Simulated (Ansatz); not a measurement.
`[SiH3][S][GaH][SiH3]` → `[SiH3][GaH][SH]` + `[SiH2]` at 700 K and 1 bar (silylene loss).

Program: Ansatz. Geometries: PBE0-D4/def2-TZVP. ΔE: electronic, gas phase. CCSD(T)/CBS is the MP2 limit (def2-TZVPP, def2-QZVPP) plus CCSD(T) − MP2 in def2-TZVPP, frozen cores. This one scheme is used for every species. For Ga outer-core shells are correlated without core-valence functions, which leaves a few kJ/mol of doubt a bond. Scalar relativity is left out up to krypton. One conformer a species, not always the lowest.

```csv
species,CCSD(T)/CBS energy (Eh),H − E (kJ/mol),S (J/(mol·K))
`[SiH3][S][GaH][SiH3]`,-2904.12965,248.0,553.1
`[SiH3][GaH][SH]`,-2613.82650,176.8,452.3
`[SiH2]`,-290.19011,56.3,240.4
```

H − E and S are ideal-gas, rigid-rotor, harmonic terms from PBE0-D4/def2-TZVP, for one conformer and one mirror image of each species. 1 Eh = 2625.50 kJ/mol, R = 8.31446 J/(mol·K).

Q: By hand: ΔE, ΔH, ΔS and ΔG.

A: ΔE = (-2613.82650) + (-290.19011) − (-2904.12965) = 0.11304 Eh = 296.8 kJ/mol. Δ(H − E) = 176.8 + 56.3 − 248.0 = -14.9, so ΔH = 281.9 kJ/mol. ΔS = 452.3 + 240.4 − 553.1 = 139.6 J/(mol·K). ΔG = 281.9 − 700 × (139.6)/1000 = 184.2 kJ/mol.

Q: By hand: the equilibrium constant, and the temperature at which ΔG would vanish if ΔH and ΔS stayed fixed.

A: log₁₀ K = −ΔG/(RT ln 10) = -13.7. ΔG = 0 at ΔH/ΔS = 2019 K.

The number of gas molecules changes by +1, which sets the sign of ΔS. A doubt of 5 kJ/mol in ΔE shifts log₁₀ K by 0.4 here. Other conformers and mirror images would add mixing entropy, several J/(mol·K) or more a flexible species. Modes under 60 cm⁻¹, often nearly free rotors, make the harmonic entropy too high. These are equilibria of isolated gas molecules and say nothing of rates. Largest T1 diagnostic: 0.014 (customary marks: 0.02 for closed shells, 0.045 for open ones).
